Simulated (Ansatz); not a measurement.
**Molecular dynamics of ClF$_{3}$H$_{2}$W**

input.yaml

```yaml
crystal:
  periodic: [false, false, false]
  atoms:
    - { symbol: W, position_ang: [0.0, -0.196572, 0.0] }
    - { symbol: F, position_ang: [0.0, -0.312972, 1.846126] }
    - { symbol: H, position_ang: [1.480613, 0.587484, 0.0] }
    - { symbol: Cl, position_ang: [0.0, 2.276179, 0.0] }
    - { symbol: H, position_ang: [-1.480613, 0.587484, 0.0] }
    - { symbol: F, position_ang: [0.0, -2.088632, 0.0] }
    - { symbol: F, position_ang: [0.0, -0.312972, -1.846126] }
basis:
  gaussian: { orbitals: def2-SVP }
hamiltonian:
  xc: pbe
md:
  timestep: 0.5
  n_steps: 300
  ensemble: nvt_langevin
  temperature: 300.0
  initial_velocities: maxwell_boltzmann
  seed: 715407
  friction: 0.02
```

Run as:

```bash
$ ansatz run input.yaml --threads 2 --pin off --max-ram 3072MiB --backend cpu --events-out ev --progress --plain --runs-dir out
```

It starts from a relaxed structure.

Output, in part (one step line in 4, the closing report, with atoms numbered from 0):

```
md step     0: t =     0.00 fs  T =   257.1 K  F+E_penalty+E_count = -22513.35697502 eV  E_kin = 0.232668 eV  (92 SCF iters)
md step     4: t =     2.00 fs  T =   231.8 K  F+E_penalty+E_count = -22513.32666185 eV  E_kin = 0.209761 eV  (35 SCF iters)
md step     8: t =     4.00 fs  T =   212.7 K  F+E_penalty+E_count = -22513.27957360 eV  E_kin = 0.192413 eV  (34 SCF iters)
md step    12: t =     6.00 fs  T =   213.3 K  F+E_penalty+E_count = -22513.29422859 eV  E_kin = 0.193001 eV  (34 SCF iters)
md step    16: t =     8.00 fs  T =   234.1 K  F+E_penalty+E_count = -22513.30620740 eV  E_kin = 0.211780 eV  (34 SCF iters)
md step    20: t =    10.00 fs  T =   223.7 K  F+E_penalty+E_count = -22513.27222633 eV  E_kin = 0.202452 eV  (33 SCF iters)
md step    24: t =    12.00 fs  T =   137.7 K  F+E_penalty+E_count = -22513.23825945 eV  E_kin = 0.124592 eV  (35 SCF iters)
md step    28: t =    14.00 fs  T =   175.0 K  F+E_penalty+E_count = -22513.24398024 eV  E_kin = 0.158376 eV  (36 SCF iters)
md step    32: t =    16.00 fs  T =   175.9 K  F+E_penalty+E_count = -22513.26505284 eV  E_kin = 0.159124 eV  (34 SCF iters)
md step    36: t =    18.00 fs  T =   242.1 K  F+E_penalty+E_count = -22513.25881780 eV  E_kin = 0.219013 eV  (33 SCF iters)
md step    40: t =    20.00 fs  T =   206.8 K  F+E_penalty+E_count = -22513.21799363 eV  E_kin = 0.187077 eV  (35 SCF iters)
md step    44: t =    22.00 fs  T =   191.5 K  F+E_penalty+E_count = -22513.20943048 eV  E_kin = 0.173275 eV  (36 SCF iters)
md step    48: t =    24.00 fs  T =   246.1 K  F+E_penalty+E_count = -22513.25412427 eV  E_kin = 0.222691 eV  (35 SCF iters)
md step    52: t =    26.00 fs  T =   268.3 K  F+E_penalty+E_count = -22513.25906483 eV  E_kin = 0.242770 eV  (34 SCF iters)
md step    56: t =    28.00 fs  T =   209.7 K  F+E_penalty+E_count = -22513.23105981 eV  E_kin = 0.189706 eV  (34 SCF iters)
md step    60: t =    30.00 fs  T =   211.9 K  F+E_penalty+E_count = -22513.23209297 eV  E_kin = 0.191689 eV  (36 SCF iters)
md step    64: t =    32.00 fs  T =   321.7 K  F+E_penalty+E_count = -22513.26901237 eV  E_kin = 0.291072 eV  (33 SCF iters)
md step    68: t =    34.00 fs  T =   321.8 K  F+E_penalty+E_count = -22513.25723690 eV  E_kin = 0.291129 eV  (34 SCF iters)
md step    72: t =    36.00 fs  T =   348.9 K  F+E_penalty+E_count = -22513.21703199 eV  E_kin = 0.315734 eV  (35 SCF iters)
md step    76: t =    38.00 fs  T =   317.3 K  F+E_penalty+E_count = -22513.22545122 eV  E_kin = 0.287081 eV  (35 SCF iters)
md step    80: t =    40.00 fs  T =   290.0 K  F+E_penalty+E_count = -22513.23512371 eV  E_kin = 0.262390 eV  (36 SCF iters)
md step    84: t =    42.00 fs  T =   269.1 K  F+E_penalty+E_count = -22513.22336486 eV  E_kin = 0.243480 eV  (36 SCF iters)
md step    88: t =    44.00 fs  T =   254.0 K  F+E_penalty+E_count = -22513.20216250 eV  E_kin = 0.229864 eV  (34 SCF iters)
md step    92: t =    46.00 fs  T =   374.2 K  F+E_penalty+E_count = -22513.21042598 eV  E_kin = 0.338553 eV  (35 SCF iters)
md step    96: t =    48.00 fs  T =   332.5 K  F+E_penalty+E_count = -22513.25674534 eV  E_kin = 0.300889 eV  (34 SCF iters)
md step   100: t =    50.00 fs  T =   337.2 K  F+E_penalty+E_count = -22513.27240673 eV  E_kin = 0.305150 eV  (34 SCF iters)
md step   104: t =    52.00 fs  T =   362.0 K  F+E_penalty+E_count = -22513.25472214 eV  E_kin = 0.327516 eV  (33 SCF iters)
md step   108: t =    54.00 fs  T =   339.5 K  F+E_penalty+E_count = -22513.25721485 eV  E_kin = 0.307206 eV  (35 SCF iters)
md step   112: t =    56.00 fs  T =   434.7 K  F+E_penalty+E_count = -22513.31023766 eV  E_kin = 0.393369 eV  (33 SCF iters)
md step   116: t =    58.00 fs  T =   548.1 K  F+E_penalty+E_count = -22513.35300715 eV  E_kin = 0.495942 eV  (33 SCF iters)
md step   120: t =    60.00 fs  T =   528.5 K  F+E_penalty+E_count = -22513.34961373 eV  E_kin = 0.478236 eV  (35 SCF iters)
md step   124: t =    62.00 fs  T =   447.4 K  F+E_penalty+E_count = -22513.34909154 eV  E_kin = 0.404806 eV  (35 SCF iters)
md step   128: t =    64.00 fs  T =   423.1 K  F+E_penalty+E_count = -22513.38721112 eV  E_kin = 0.382788 eV  (35 SCF iters)
md step   132: t =    66.00 fs  T =   400.4 K  F+E_penalty+E_count = -22513.42082461 eV  E_kin = 0.362326 eV  (34 SCF iters)
md step   136: t =    68.00 fs  T =   416.4 K  F+E_penalty+E_count = -22513.40080608 eV  E_kin = 0.376759 eV  (34 SCF iters)
md step   140: t =    70.00 fs  T =   259.6 K  F+E_penalty+E_count = -22513.35724864 eV  E_kin = 0.234910 eV  (35 SCF iters)
md step   144: t =    72.00 fs  T =   230.6 K  F+E_penalty+E_count = -22513.36555718 eV  E_kin = 0.208656 eV  (34 SCF iters)
md step   148: t =    74.00 fs  T =   379.6 K  F+E_penalty+E_count = -22513.40652232 eV  E_kin = 0.343484 eV  (34 SCF iters)
md step   152: t =    76.00 fs  T =   323.1 K  F+E_penalty+E_count = -22513.39007580 eV  E_kin = 0.292307 eV  (34 SCF iters)
md step   156: t =    78.00 fs  T =   302.7 K  F+E_penalty+E_count = -22513.35966075 eV  E_kin = 0.273862 eV  (34 SCF iters)
md step   160: t =    80.00 fs  T =   338.2 K  F+E_penalty+E_count = -22513.40557323 eV  E_kin = 0.306023 eV  (34 SCF iters)
md step   164: t =    82.00 fs  T =   442.9 K  F+E_penalty+E_count = -22513.48344898 eV  E_kin = 0.400708 eV  (33 SCF iters)
md step   168: t =    84.00 fs  T =   404.6 K  F+E_penalty+E_count = -22513.45119860 eV  E_kin = 0.366046 eV  (34 SCF iters)
md step   172: t =    86.00 fs  T =   276.0 K  F+E_penalty+E_count = -22513.35233301 eV  E_kin = 0.249697 eV  (34 SCF iters)
md step   176: t =    88.00 fs  T =   321.6 K  F+E_penalty+E_count = -22513.35030617 eV  E_kin = 0.291005 eV  (34 SCF iters)
md step   180: t =    90.00 fs  T =   469.0 K  F+E_penalty+E_count = -22513.41878945 eV  E_kin = 0.424337 eV  (34 SCF iters)
md step   184: t =    92.00 fs  T =   442.5 K  F+E_penalty+E_count = -22513.38550445 eV  E_kin = 0.400360 eV  (34 SCF iters)
md step   188: t =    94.00 fs  T =   333.0 K  F+E_penalty+E_count = -22513.29035355 eV  E_kin = 0.301308 eV  (35 SCF iters)
md step   192: t =    96.00 fs  T =   304.0 K  F+E_penalty+E_count = -22513.30642244 eV  E_kin = 0.275104 eV  (35 SCF iters)
md step   196: t =    98.00 fs  T =   355.7 K  F+E_penalty+E_count = -22513.39916637 eV  E_kin = 0.321820 eV  (34 SCF iters)
md step   200: t =   100.00 fs  T =   376.1 K  F+E_penalty+E_count = -22513.44248963 eV  E_kin = 0.340277 eV  (34 SCF iters)
md step   204: t =   102.00 fs  T =   283.6 K  F+E_penalty+E_count = -22513.38344904 eV  E_kin = 0.256567 eV  (34 SCF iters)
md step   208: t =   104.00 fs  T =   262.2 K  F+E_penalty+E_count = -22513.34652031 eV  E_kin = 0.237278 eV  (34 SCF iters)
md step   212: t =   106.00 fs  T =   405.6 K  F+E_penalty+E_count = -22513.42821544 eV  E_kin = 0.366982 eV  (33 SCF iters)
md step   216: t =   108.00 fs  T =   373.4 K  F+E_penalty+E_count = -22513.47481847 eV  E_kin = 0.337852 eV  (34 SCF iters)
md step   220: t =   110.00 fs  T =   315.7 K  F+E_penalty+E_count = -22513.44560848 eV  E_kin = 0.285636 eV  (33 SCF iters)
md step   224: t =   112.00 fs  T =   320.6 K  F+E_penalty+E_count = -22513.41223409 eV  E_kin = 0.290086 eV  (33 SCF iters)
md step   228: t =   114.00 fs  T =   347.6 K  F+E_penalty+E_count = -22513.44048702 eV  E_kin = 0.314485 eV  (34 SCF iters)
md step   232: t =   116.00 fs  T =   338.3 K  F+E_penalty+E_count = -22513.48224771 eV  E_kin = 0.306094 eV  (32 SCF iters)
md step   236: t =   118.00 fs  T =   319.1 K  F+E_penalty+E_count = -22513.46976820 eV  E_kin = 0.288695 eV  (34 SCF iters)
md step   240: t =   120.00 fs  T =   374.6 K  F+E_penalty+E_count = -22513.45104209 eV  E_kin = 0.338909 eV  (33 SCF iters)
md step   244: t =   122.00 fs  T =   472.6 K  F+E_penalty+E_count = -22513.46846049 eV  E_kin = 0.427609 eV  (33 SCF iters)
md step   248: t =   124.00 fs  T =   470.5 K  F+E_penalty+E_count = -22513.49182419 eV  E_kin = 0.425737 eV  (34 SCF iters)
md step   252: t =   126.00 fs  T =   470.6 K  F+E_penalty+E_count = -22513.47597530 eV  E_kin = 0.425780 eV  (33 SCF iters)
md step   256: t =   128.00 fs  T =   333.0 K  F+E_penalty+E_count = -22513.41676402 eV  E_kin = 0.301341 eV  (34 SCF iters)
md step   260: t =   130.00 fs  T =   252.1 K  F+E_penalty+E_count = -22513.40326632 eV  E_kin = 0.228074 eV  (33 SCF iters)
md step   264: t =   132.00 fs  T =   367.8 K  F+E_penalty+E_count = -22513.43231213 eV  E_kin = 0.332756 eV  (33 SCF iters)
md step   268: t =   134.00 fs  T =   298.5 K  F+E_penalty+E_count = -22513.38920807 eV  E_kin = 0.270100 eV  (34 SCF iters)
md step   272: t =   136.00 fs  T =   247.6 K  F+E_penalty+E_count = -22513.35987954 eV  E_kin = 0.224044 eV  (32 SCF iters)
md step   276: t =   138.00 fs  T =   253.4 K  F+E_penalty+E_count = -22513.37282091 eV  E_kin = 0.229293 eV  (33 SCF iters)
md step   280: t =   140.00 fs  T =   237.0 K  F+E_penalty+E_count = -22513.37426975 eV  E_kin = 0.214454 eV  (33 SCF iters)
md step   284: t =   142.00 fs  T =   256.1 K  F+E_penalty+E_count = -22513.35637290 eV  E_kin = 0.231738 eV  (34 SCF iters)
md step   288: t =   144.00 fs  T =   211.7 K  F+E_penalty+E_count = -22513.34775800 eV  E_kin = 0.191545 eV  (35 SCF iters)
md step   292: t =   146.00 fs  T =   260.6 K  F+E_penalty+E_count = -22513.37909585 eV  E_kin = 0.235806 eV  (33 SCF iters)
md step   296: t =   148.00 fs  T =   302.4 K  F+E_penalty+E_count = -22513.41242975 eV  E_kin = 0.273645 eV  (34 SCF iters)
md step   300: t =   150.00 fs  T =   299.3 K  F+E_penalty+E_count = -22513.40487922 eV  E_kin = 0.270837 eV  (35 SCF iters)
Total energy: -22513.40494658 eV, -827.3523716527 hartree
Atom 0 at    -0.088794    -0.178031     0.015201 Å, force     0.991356    -1.055769     0.813426 eV/Å
Atom 1 at     0.344555    -0.125160     1.839327 Å, force    -0.148490    -0.184512    -0.044196 eV/Å
Atom 2 at     1.454852     0.354161    -0.391629 Å, force     0.070304     0.119774    -0.030196 eV/Å
Atom 3 at    -0.176899     2.201604     0.392645 Å, force     0.038966    -0.861949    -0.411607 eV/Å
Atom 4 at    -1.410719     0.450692    -0.700976 Å, force    -1.050436     0.298328    -0.292902 eV/Å
Atom 5 at    -0.516580    -2.014244     0.444602 Å, force     0.071124     1.314136    -0.154639 eV/Å
Atom 6 at     0.144765    -0.932660    -1.684084 Å, force     0.027176     0.369993     0.120115 eV/Å
Dipole moment:    -0.032448     0.081487    -0.136376 e Å
```

The run went to its last step. The mean temperature of the second half is 11 % above the set value. A run of 0.15 ps of so small a system gives no equilibrium averages.

The same pairs are bonded in the first frame and the last. Pairs count as bonded within 1.25 times the sum of covalent radii (0.12 Å more for H–H).

Last frame:

```xyz
7
Properties=species:S:1:pos:R:3
W -0.089 -0.178 0.015
F 0.345 -0.125 1.839
H 1.455 0.354 -0.392
Cl -0.177 2.202 0.393
H -1.411 0.451 -0.701
F -0.517 -2.014 0.445
F 0.145 -0.933 -1.684
```

Time of the run: 9.7 min on 2 threads of Arm Neoverse V2 (shared host), peak memory 0.19 GiB.
